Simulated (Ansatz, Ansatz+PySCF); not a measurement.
```yaml
atoms:
  - { symbol: B, position_ang: [0.0214, -0.0316, -0.8753] }
  - { symbol: N, position_ang: [-0.0076, -0.0103, 0.7534] }
  - { symbol: H, position_ang: [0.0592, -1.1526, -1.2031] }
  - { symbol: H, position_ang: [-1.0558, 0.5454, -1.2921] }
  - { symbol: H, position_ang: [0.9555, 0.5447, -1.2198] }
  - { symbol: H, position_ang: [0.0627, 0.9496, 1.1183] }
  - { symbol: H, position_ang: [-0.8932, -0.5151, 1.0814] }
  - { symbol: H, position_ang: [0.8056, -0.4521, 1.0473] }
```

Basis set: def2-SVP (spherical functions). Left uncorrelated: 2 orbitals. Charge 0, multiplicity 1.

Computed with Ansatz (development build ahead of 0.2.0); each method stands on the lowest determinant of its kind that the runs found. Restricted open shells among the atoms or ions are ROHF, correlated in semicanonical orbitals with singles.

Problem. Give the atomization energy at this shape (free ground-state atoms in the same class of orbitals less the molecule, no zero-point energy) of singlet BNH₆ by RHF-MP2, RHF.

Solution.

```csv
method,atomization energy
RHF-MP2,2384.5 kJ/mol
RHF,1892.9 kJ/mol
```

Caution: the shape is not the minimum.
